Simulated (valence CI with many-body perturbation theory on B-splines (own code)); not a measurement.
## Forbidden lines of Os XLV

Computed by valence CI with perturbative core correlation (CI+MBPT): four valence electrons over a frozen Dirac-Fock core [Ar] 3d10, a basis of 11 s, 11 p, 10 d, 8 f, 5 g, 2 h functions for each j, with the one-electron correlation potential Σ1, the two-electron term Σ2, the three-electron term Σ3, Breit, model QED; selected CI, second order for the rest, scaled by the run's own slope (own B-spline code, finite nucleus).

No measured spectrum was set against this ion. As an estimate, large intervals hold to a few tenths of a per cent, small ones and those within an open d or f shell to about a per cent. Among the levels kept, up to 430 cm⁻¹ of a level comes from second order outside the variational space, and about a tenth of that is noise between levels of different J, which matters for small intervals.

Lines 1 to 13 of 13 in falling wavelength, among levels below 715.62 eV, chosen from the decays that carry over 1 % of a level's rate. Wavelengths and rates use the calculated energies. Electric multipoles are in the length gauge, E1 and E2 with the static RPA response of the core. S is in atomic units (e²a₀⁴ for E2 and M2, e²a₀⁶ for E3), for M1 in squared Bohr magnetons. Weak lines are less certain than strong ones. Lines between different terms over intervals too small for the method are left out, as are lines whose strength nearly cancels.

Levels are named by their leading jj configuration (3d3/2^4 stands for four electrons in 3d with j = 3/2), which in mixed levels can hold well under half, so a name can repeat and another be missing.

```tsv
λ vac (Å)	Upper	Lower	Type	A (s⁻¹)	S (a.u.)
152.9	(4s^2 4p3/2 4d5/2) J=4	(4s 4p1/2 4p3/2^2) J=3	M1	5.92e+05	7.07e-01
119.3	(4s^2 4p3/2 4d5/2) J=4	(4s^2 4p1/2 4d5/2) J=3	M1	5.55e+06	3.15e+00
119.3	(4s^2 4p3/2 4d5/2) J=4	(4s^2 4p1/2 4d5/2) J=3	E2	8.92e+04	1.73e-02
116.7	(4s^2 4p1/2 4p3/2) J=1	(4s^2 4p1/2^2) J=0	M1	7.75e+06	1.37e+00
116.3	(4s^2 4p3/2 4d5/2) J=4	(4s^2 4p1/2 4d5/2) J=2	E2	1.24e+05	2.12e-02
113.1	(4s^2 4p3/2^2) J=2	(4s^2 4p1/2 4p3/2) J=2	M1	6.31e+06	1.69e+00
113.1	(4s^2 4p3/2^2) J=2	(4s^2 4p1/2 4p3/2) J=2	E2	4.81e+05	3.98e-02
112.0	(4s^2 4p1/2 4p3/2) J=2	(4s^2 4p1/2^2) J=0	E2	2.63e+05	2.07e-02
108.7	(4s^2 4p3/2^2) J=2	(4s^2 4p1/2 4p3/2) J=1	M1	6.54e+06	1.56e+00
108.7	(4s^2 4p3/2^2) J=2	(4s^2 4p1/2 4p3/2) J=1	E2	2.32e+05	1.57e-02
104.0	(4s^2 4p3/2^2) J=0	(4s^2 4p1/2 4p3/2) J=2	E2	9.88e+05	1.07e-02
100.2	(4s^2 4p3/2^2) J=0	(4s^2 4p1/2 4p3/2) J=1	M1	1.57e+07	5.85e-01
63.61	(4s^2 4p3/2 4d5/2) J=4	(4s 4p1/2^2 4p3/2) J=2	E2	1.04e+05	8.74e-04
```
